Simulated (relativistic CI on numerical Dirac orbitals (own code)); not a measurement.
Pm2+: 4f valence photoemission

Computed with this model: Dirac-Coulomb-Breit CI, separate exchange-only KLI orbitals for each configuration, QED by a radiative potential, valence Slater integrals scaled by 0.9, multiplet model of photoemission in the sudden approximation; configurations [Xe] 4f5 → [Xe] 4f4; 300 K; Lorentzian 0.21 eV and Gaussian 0.3 eV FWHM. Energies are those of the free ion, without screening or charge transfer. The energies are binding energies and can lie tens of eV above those of solids. S is read from ⟨S²⟩ = S(S + 1).

free ion: ground-state S = 2.47, centroid 20.82 eV. Peaks (eV, height): 19.5 (100), 21.3 (22), 22.1 (43), 23.9 (19).

Strongest unbroadened transitions for free ion:

```tsv
Energy (eV)	Relative strength
19.41	1.7
19.50	100.0
19.58	1.7
19.68	41.0
19.78	1.0
19.88	2.9
21.29	8.8
21.35	13.9
21.45	4.1
21.95	0.9
22.02	1.0
22.12	48.1
22.37	5.8
22.45	8.6
22.78	0.8
23.90	8.4
23.95	11.5
24.04	4.0
```
